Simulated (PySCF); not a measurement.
Job file and geometry (Å, from GFN2-xTB) of an NMR shielding run on `C[C@H]([Si@@H](C#CC)F)C(C)=S`, C7H11FSSi, GIAO PBE0/pcSseg-1 NMR shielding, non-relativistic, gas phase (PySCF); density fitting, a coarse starting grid and PySCF grid level 2 are the driver's defaults:

```
$ OMP_NUM_THREADS=1 python probes_run.py task.json out

{"job": {"kind": "nmr", "xc": "PBE0", "basis": "pcSseg-1"}, "charge": 0, "multiplicity": 1}
C      4.335306    -0.403083     0.160249
C      2.963521    -0.037047     0.411716
C      1.817528     0.274760     0.621263
Si     0.071588     0.741254     0.948419
F     -0.104448     2.310994     0.593534
C     -1.039515    -0.216726    -0.305558
C     -0.837293    -1.720269    -0.138134
C     -2.439373     0.215831    -0.097951
C     -2.903738     1.394903    -0.883781
S     -3.435669    -0.523215     0.962886
H      4.603011    -0.160581    -0.867676
H      4.469084    -1.472714     0.318942
H      4.993268     0.142506     0.835882
H     -0.360795     0.605026     2.326074
H     -0.723698     0.081151    -1.312129
H     -1.454111    -2.264084    -0.852370
H     -1.123851    -2.036646     0.861037
H      0.204600    -1.984579    -0.302232
H     -2.948937     1.135049    -1.942966
H     -3.891928     1.711239    -0.559064
H     -2.203468     2.223175    -0.778612
```

Task: What does the program print?

Result: 
```
coarse grid: 18760 points
cycle   1  E = -1059.9606913745  dE =  1.113e+00  |g| = 7.184e-01  |ddm| = 4.525e+00
cycle   2  E = -1059.8732661910  dE =  8.743e-02  |g| = 1.018e+00  |ddm| = 1.641e+00
cycle   3  E = -1060.0660356160  dE = -1.928e-01  |g| = 1.847e-01  |ddm| = 1.069e+00
cycle   4  E = -1060.0739383225  dE = -7.903e-03  |g| = 6.215e-02  |ddm| = 2.657e-01
cycle   5  E = -1060.0748639734  dE = -9.257e-04  |g| = 2.576e-02  |ddm| = 1.038e-01
cycle   6  E = -1060.0750057664  dE = -1.418e-04  |g| = 3.623e-03  |ddm| = 2.899e-02
cycle   7  E = -1060.0750069433  dE = -1.177e-06  |g| = 2.837e-03  |ddm| = 4.911e-03
final grid: 172824 points
cycle   8  E = -1060.1433917792  dE = -3.350e-05  |g| = 1.211e-02  |ddm| = 4.670e-02
cycle   9  E = -1060.1433006097  dE =  9.117e-05  |g| = 2.210e-02  |ddm| = 3.074e-02
cycle  10  E = -1060.1434269813  dE = -1.264e-04  |g| = 3.310e-03  |ddm| = 2.246e-02
cycle  11  E = -1060.1434296520  dE = -2.671e-06  |g| = 3.982e-04  |ddm| = 2.800e-03
cycle  12  E = -1060.1434296730  dE = -2.107e-08  |g| = 3.112e-04  |ddm| = 8.912e-04
cycle  13  E = -1060.1434296979  dE = -2.486e-08  |g| = 5.710e-05  |ddm| = 3.237e-04
cycle  14  E = -1060.1434296986  dE = -7.410e-10  |g| = 1.895e-05  |ddm| = 7.021e-05
converged SCF energy = -1060.1434296986

GIAO shielding tensors (ppm)
atom      isotropic    diamagn.    paramagn.     s11        s22        s33       span
  0 C      181.287     252.120     -70.833    172.738    172.826    198.297     25.559
  1 C       71.279     275.986    -204.707    -24.123    -22.249    260.209    284.333
  2 C      103.233     259.251    -156.018     17.505     21.638    270.556    253.051
  3 Si     359.034     881.333    -522.299    318.778    365.202    393.123     74.345
  4 F      358.322     470.594    -112.272    346.261    355.060    373.645     27.384
  5 C      129.396     257.155    -127.760     89.853    146.423    151.910     62.057
  6 C      168.167     248.562     -80.395    154.807    167.334    182.361     27.554
  7 C      -88.961     260.618    -349.578   -258.468   -149.887    141.473    399.941
  8 C      139.792     246.739    -106.947    116.394    120.164    182.818     66.425
  9 S     -386.768    1057.357   -1444.125  -1495.406   -348.212    683.314   2178.720
 10 H       29.574      29.203       0.371     24.484     27.949     36.290     11.806
 11 H       29.587      28.742       0.845     24.512     28.087     36.161     11.649
 12 H       29.538      24.983       4.555     24.480     27.611     36.523     12.043
 13 H       27.078      30.373      -3.295     24.423     25.291     31.521      7.098
 14 H       28.074      36.871      -8.797     25.048     28.272     30.902      5.854
 15 H       30.591      31.356      -0.764     26.354     27.963     37.457     11.103
 16 H       29.697      31.369      -1.672     25.585     28.854     34.653      9.068
 17 H       30.368      33.287      -2.919     25.074     29.465     36.566     11.492
 18 H       28.873      28.550       0.323     25.694     27.743     33.181      7.486
 19 H       28.440      28.691      -0.252     24.384     28.311     32.624      8.241
 20 H       28.289      29.612      -1.323     24.321     30.111     30.435      6.114
```

Task: Turn these shieldings into chemical shifts. Scale: ¹³C (σ = 186.93 ppm), ²⁹Si (σ = 349.16 ppm), ¹H (σ = 31.72 ppm) vs TMS; ¹⁹F (σ = 170.95 ppm) against CFCl3; ³³S (σ = 503.73 ppm) vs CS2 (reference shieldings calculated alike).

Result: Averaging equivalent atoms: C 7: 275.9; C 1: 115.6; C 2: 83.7; C 5: 57.5; C 8: 47.1; C 6: 18.8; C 0: 5.6; Si 3: -9.9; F 4: -187.4; S 9: 890; H 13: 4.64; H 14: 3.64; H 18/19/20: 3.18; H 10/11/12: 2.15; H 15/16/17: 1.50 ppm. Unscaled 19F shifts against computed CFCl3 carry errors that often reach 10 to 50 ppm.

Size and cost of the density-fitted run: 239 basis functions, 2.1 min wall time on 1 thread of an Arm Neoverse N1, shared host; peak memory 1.1 GiB.
